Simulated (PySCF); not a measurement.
C$_{2}$H$_{7}$F$_{2}$NSi (SMILES CN[Si](C)(F)F), singlet, geometry from GFN2-xTB. Base run: PySCF with PBE/6-31G.

PySCF was given this input:
```python
from pyscf import gto, scf, dft, solvent

mol = gto.M(
    atom='''
C    -2.028775   -1.156315   -0.590453
N    -1.122693   -0.043897   -0.775454
Si    0.327034    0.205408    0.084858
C     1.727993   -1.055971   -0.007594
F     0.837398    1.650307   -0.386615
F    -0.055099    0.417693    1.629119
H    -1.787955   -2.002365   -1.242783
H    -1.971642   -1.488369    0.443107
H    -3.051516   -0.838389   -0.796761
H    -1.214203    0.380292   -1.685330
H     1.390836   -2.047639    0.281192
H     2.136683   -1.128328   -1.011525
H     2.542177   -0.781916    0.658010
''',
    basis='6-31g',
    charge=0,
    spin=0,
    verbose=4,
)

mf = dft.RKS(mol)
mf.xc = 'pbe'
mf.kernel()
```

The base run was repeated with changes; each row names its change, and settings that it needs were set with it.

| change | ΔE vs base (kcal/mol) | dipole (D) | HOMO-LUMO gap (eV) |
|---|---|---|---|
| base | 0.000 | 3.94 | 6.00 |
| model = C-PCM; solvent = acetonitrile | -7.30 | 4.73 | 6.10 |
| model = IEF-PCM; solvent = acetonitrile; vdw_scale = 1.4 | -4.45 | 4.51 | 6.05 |
| model = IEF-PCM; solvent = dimethylsulfoxide | -7.28 | 4.72 | 6.09 |
| model = IEF-PCM; solvent = acetonitrile; vdw_scale = 1.0 | -13.02 | 4.97 | 6.18 |
| model = IEF-PCM; solvent = dichloromethane | -6.25 | 4.60 | 6.08 |
| model = COSMO; solvent = acetonitrile | [?] | [?] | 6.10 |
| model = IEF-PCM; solvent = acetonitrile; r_probe = 0.5 | [?] | [?] | 6.04 |
| model = IEF-PCM; solvent = toluene | -3.47 | 4.30 | 6.04 |
| model = IEF-PCM; solvent = acetonitrile; lebedev_order = 41 | -7.23 | 4.72 | 6.09 |
| model = ddCOSMO; solvent = acetonitrile | [?] | [?] | 6.09 |
| model = IEF-PCM; solvent = acetonitrile; lebedev_order = 11 | -6.97 | 4.69 | 6.08 |

Problem. Fill in the missing entries.

Solution. 
- model = COSMO; solvent = acetonitrile, ΔE vs base (kcal/mol): -7.19
- model = COSMO; solvent = acetonitrile, dipole (D): 4.71
- model = IEF-PCM; solvent = acetonitrile; r_probe = 0.5, ΔE vs base (kcal/mol): -3.33
- model = IEF-PCM; solvent = acetonitrile; r_probe = 0.5, dipole (D): 4.42
- model = ddCOSMO; solvent = acetonitrile, ΔE vs base (kcal/mol): -5.76
- model = ddCOSMO; solvent = acetonitrile, dipole (D): 4.63

The base is the gas phase, so ΔE is the electrostatic part of solvation at a fixed geometry, without cavity and dispersion terms.
